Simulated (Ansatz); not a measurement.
A nudged elastic band was laid between two geometries of ClGe₂H₅ (8 atoms, charge 0, multiplicity 1).

These are results of RKS BHLYP-D4/def2-SVP in Ansatz, not measurements.

```yaml
movable_images: 7
climbing_image: yes
spring: 5.0 eV/Å²
optimiser: quadratic models (default)
start_path: through a guess of the saddle point
force_threshold: 0.05 eV/Å
iteration_limit: 60
end_points: relaxed
```

First end point:

```xyz
8
Properties=species:S:1:pos:R:3
Ge 0.426 0.073 -0.006
Ge 1.100 -0.017 2.323
H -0.129 -0.305 3.186
H 2.128 -1.134 2.504
H 1.720 1.319 2.746
H 1.602 0.150 -0.982
H -0.580 1.183 -0.313
Cl -0.585 -1.816 -0.395
```

Last end point:

```xyz
8
Properties=species:S:1:pos:R:3
Ge -0.355 0.295 -0.770
Ge 1.146 0.146 2.239
H 0.042 -0.422 3.121
H 2.052 -0.928 1.663
H 1.944 1.230 2.965
H 0.417 0.887 1.065
H 1.161 0.030 -1.162
Cl -0.724 -1.785 -0.058
```

Task: Which bonds break or form, and what moves?

Result: Bonds broken: Ge1–Ge2, Ge1–H6. Bonds formed: Ge2–H6. ClGe2H5 becomes ClGeH + GeH4.

Task: What energy profile does the band end with?

Result: It converged. The highest image is number 3 of 0 to 8, 48.7 kcal/mol above the first end and 21.2 kcal/mol above the last; the last end lies 27.5 kcal/mol above the first. A vibrational analysis at the climbing image gives one clearly imaginary mode, 569i cm⁻¹: a first-order saddle point. The orbitals stay closed-shell, which can raise the energy where a bond breaks towards radicals; this wasn't checked here.

| image | path coordinate (Å) | energy (kcal/mol) | Ge1–Ge2 (Å) | Ge1–H6 (Å) | Ge2–H6 (Å) |
| --- | --- | --- | --- | --- | --- |
| 0 | 0.00 | 0.0 | 2.43 | 1.53 | 3.35 |
| 1 | 0.75 | 3.4 | 2.42 | 1.52 | 3.02 |
| 2 | 1.49 | 22.5 | 2.40 | 1.53 | 2.45 |
| 3 | 2.24 | 48.7 | 2.51 | 1.72 | 1.90 |
| 4 | 2.94 | 34.2 | 3.00 | 2.02 | 1.58 |
| 5 | 3.63 | 29.9 | 3.39 | 2.16 | 1.55 |
| 6 | 4.33 | 28.8 | 3.45 | 2.16 | 1.55 |
| 7 | 5.03 | 27.9 | 3.44 | 2.13 | 1.56 |
| 8 | 5.73 | 27.5 | 3.37 | 2.08 | 1.57 |

Task: What is the geometry of the highest image?

Result: 
```xyz
8
Properties=species:S:1:pos:R:3:forces:R:3
Ge -0.377 0.165 0.250 0.03 0.02 0.00
Ge 1.173 -0.036 2.218 0.00 0.00 0.01
H 0.228 -0.468 3.345 -0.01 -0.01 0.00
H 2.317 -1.049 2.150 0.00 0.00 0.00
H 1.652 1.399 2.407 0.00 0.00 0.01
H 1.337 0.034 0.329 0.00 0.00 -0.01
H -0.004 1.168 -0.861 -0.01 0.00 0.00
Cl -0.644 -1.760 -0.775 -0.01 -0.01 0.00
```

Task: What are the harmonic wavenumbers there?

Result: 569i, 73, 120, 261, 408, 478, 616, 706, 772, 833, 890, 924, 995, 1557, 2135, 2177, 2218, 2244 cm⁻¹.

The run took 7.5 min on 2 threads of Arm Neoverse V1, with other jobs on the host, peak memory 0.28 GiB.
